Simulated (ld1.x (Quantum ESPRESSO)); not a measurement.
## Before and after: TM potential for calcium (Ca)

```json
{"Element": "calcium (Ca)", "Generator": "ld1.x (Quantum ESPRESSO) 7.5", "Type": "norm-conserving Troullier–Martins (Kleinman–Bylander form)", "Functional": "LDA (PZ)", "Relativity": "fully relativistic", "Frozen core": "[Ne]", "Valence charge": "10", "Reference configuration": "3s2 3p6 3d0 4s2 4p0", "Partial waves": "3s (bound): rc 1.45 bohr; 3p (bound): rc 1.10 bohr; 3d (bound, empty): rc 2.65 bohr", "Local potential": "all-electron potential smoothed inside 1.60 bohr (lloc = -1)", "Core correction": "none"}
```

Open shells are filled in proportion to 2j + 1 (rel_dist='average').

Occupied shells without a wave of their own: 4s. They enter only through the test configuration that unscreens the potential.

Change: all radii scaled by about 1.05 (s 1.52, p 1.16, d 2.78 bohr); local potential all-electron potential smoothed inside 1.68 bohr (lloc = -1).

Cutoffs: the cutoffs (Ry, on a coarse ladder) from which the occupation-weighted sum of valence levels, in a spherical-Bessel basis at the reference potential, stays within 10 and 1 mRy of its value at 400 Ry; they do not see the model core or the augmentation charge, which bear on the density cutoff. Errors are all-electron minus pseudo energies relative to the spin-unpolarised reference configuration.

What does the change do?

Of the 7 tests that both files solve, the error grows in 6 and shrinks in 1 by more than 15 % and 0.3 meV (median size 8.1 → 33.8 meV); neither file shows a bound ghost.

| quantity | base | changed |
| --- | --- | --- |
| bound ghosts | none | none |
| error for 3s2 3p6 3d0 4s1 4p0, meV [ΔE 6.46 eV] | -1.5 | +34 |
| error for 3s2 3p6 3d0 4s0 4p0, meV [ΔE 18.41 eV] | -5.4 | +92 |
| error for 3s2 3p6 3d0 4s1.5 4p0, meV [ΔE 2.57 eV] | -0.6 | +14 |
| error for 3s2 3p5 3d0 4s2 4p0, meV [ΔE 34.66 eV] | +33 | +17 |
| error for 3s2 3p6 3d0 4s1 4p1, meV [ΔE 2.49 eV] | +8.1 | +29 |
| error for 3s2 3p6 3d1 4s1 4p0, meV [ΔE 2.24 eV] | +28 | +54 |
| error for 3s2 3p6 3d1 4s0 4p0, meV [ΔE 7.80 eV] | +53 | +120 |
